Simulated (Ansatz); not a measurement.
Consider the formal exchange of groups at the Si–O bond: `CB(C)O[SiH3]` + `[SnH4]` → `[SiH3][SnH3]` + `CB(C)O`.

Gas-phase electronic energies from Ansatz, PBE0-D4/def2-TZVP geometries. CCSD(T)/CBS is the MP2 limit (def2-TZVPP, def2-QZVPP) plus CCSD(T) − MP2 in def2-TZVPP, frozen cores. DFT in def2-TZVPP. HSE06 is defined as in plane-wave codes. Elements past krypton have def2 core potentials. For Sn outer-core shells are correlated without core-valence functions, which leaves a few kJ/mol of doubt a bond. One conformer a species, not always the lowest.

`CB(C)O[SiH3]`:

Cartesian coordinates in Å:
```
C -0.904 -1.064 -0.519
B -0.365 0.094 0.403
C -1.161 0.602 1.655
O 0.841 0.682 0.133
Si 1.952 0.454 -1.064
H -1.983 -1.208 -0.437
H -0.437 -2.006 -0.203
H -0.651 -0.935 -1.576
H -1.573 -0.229 2.237
H -0.573 1.245 2.311
H -2.031 1.177 1.311
H 3.092 1.357 -0.780
H 2.423 -0.956 -1.081
H 1.369 0.787 -2.390
```

`[SnH4]`:

```xyz
5

Sn    0.000    0.000    0.000
H     1.014   -1.228   -0.606
H    -0.790    0.775   -1.296
H     0.935    1.137    0.857
H    -1.159   -0.685    1.044
```

`[SiH3][SnH3]`:

Z-matrix (Å, degrees):
```
Si
Sn 1 2.560
H 1 1.487 2 110.2
H 1 1.487 2 110.2 3 -120.0
H 1 1.487 2 110.2 3 120.0
H 2 1.708 1 110.8 3 179.5
H 2 1.708 1 110.8 3 -60.5
H 2 1.708 1 110.7 3 59.5
```

`CB(C)O`:

Z-matrix (Å, degrees):
```
C
B 1 1.569
H 1 1.091 2 112.9
H 1 1.097 2 109.3 3 119.9
H 1 1.094 2 111.9 3 -123.4
C 2 1.576 1 122.0 3 167.9
O 2 1.364 1 116.9 3 -11.9
H 6 1.094 2 111.5 1 45.5
H 6 1.094 2 114.6 1 168.7
H 6 1.097 2 109.2 1 -70.9
H 7 0.961 2 112.9 1 -178.5
```

```csv
level,ΔE (kJ/mol)
PBE-D4,32.4
PBE,29.9
r2SCANh,49.0
HSE06,36.5
```

Task: What does CCSD(T)/CBS give? (Estimate.)

Result: Computed: +49.8 kJ/mol. The listed levels differ from it by -17.4, -19.9, -0.8, -13.3 kJ/mol.

Largest T1 diagnostic among the species: 0.013.

From PBE to PBE0 (25 % exact exchange), in def2-TZVPP and without D4, ΔE moves by +7.0 kJ/mol. The D4 term adds +3.9 kJ/mol with B3LYP and +2.3 kJ/mol with PBE0; it sums over pairs of atoms, weighted by their polarisabilities, and B3LYP, whose exchange is more repulsive, gets the larger term.

B3LYP here is the variant with VWN-RPA as its local correlation; programs differ in this.
